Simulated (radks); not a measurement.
Spherical quantum dot in the effective-mass picture: electrons in a hard-walled sphere of radius 2.14, all in effective atomic units (hartree* = m*/eps^2 hartree, bohr* = eps/m* bohr), one dielectric constant everywhere. Method: non-relativistic Kohn-Sham, LDA (Slater exchange, Perdew-Wang correlation), spin-polarised, spherical densities; computed with a radial shooting solver with Libxc functionals. Levels are named by radial order and angular momentum (1s, 1p, 1d, 2s, ...), and open shells are averaged over m.

N = 26, configuration 1s2 1p6 1d10 1f(up 7, down 1). This is the lowest configuration that the search found. Occupied and some empty levels:

level,occupation,eigenvalue (hartree*),<r> (bohr*)
1s up,1,16.992,1.356
1s down,1,17.101,1.348
1p up,3,17.659,1.444
1p down,3,17.780,1.440
1d up,5,18.731,1.508
1d down,5,18.858,1.506
1f up,7,20.155,1.558
1f down,1,20.286,1.557
2s up,0,20.465,0.9737
2s down,0,20.516,0.9763
1g up,0,21.901,1.598
1g down,0,22.035,1.598
2p up,0,22.475,1.122
2p down,0,22.540,1.122
2d up,0,24.806,1.220
2d down,0,24.883,1.219

Energy (hartree*): total 288.612, kinetic 101.49, external 0, Hartree 207.53, exchange-correlation -20.413.

Electron density:

r (bohr*),n(r) (e/bohr*^3)
0.114,0.06703
0.221,0.07689
0.327,0.09496
0.434,0.1241
0.540,0.1685
0.647,0.2330
0.753,0.3225
0.860,0.4410
0.966,0.5885
1.07,0.7597
1.18,0.9382
1.29,1.101
1.39,1.212
1.50,1.232
1.60,1.134
1.71,0.9128
1.82,0.6116
1.93,0.3024
2.03,0.08007
2.14,0.0001645
